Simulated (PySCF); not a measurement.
## Electron correlation in Zr (zirconium, neutral)

[Kr] 4d2 5s1 5p1, one real determinant (an excited configuration). Calculation: PySCF 2.14, in x2c-QZVPPall; the spin-free X2C one-electron Hamiltonian (Gaussian nucleus). Frozen: [Kr]; 4 electrons correlated.

```json
{"level": "CCSD", "correlation energy (mhartree)": "-25.27"}
{"level": "(T)", "correlation energy (mhartree)": "-1.05"}
{"level": "CCSD(T)", "correlation energy (mhartree)": "-26.32"}
```

Diagnostics: T1 = 0.021, D1 = 0.0523, largest double amplitude 0.137.

The real determinant used has ⟨L²⟩ near 14 against 20 for a pure G term, so it mixes terms.

Cost of the coupled-cluster step: roughly 30 core-seconds, for 4 correlated electrons.

The basis was made for the ground configuration and has no added diffuse functions, which can raise the energy of the promoted electron.

The reference is one real determinant that mixes LS terms of this configuration.
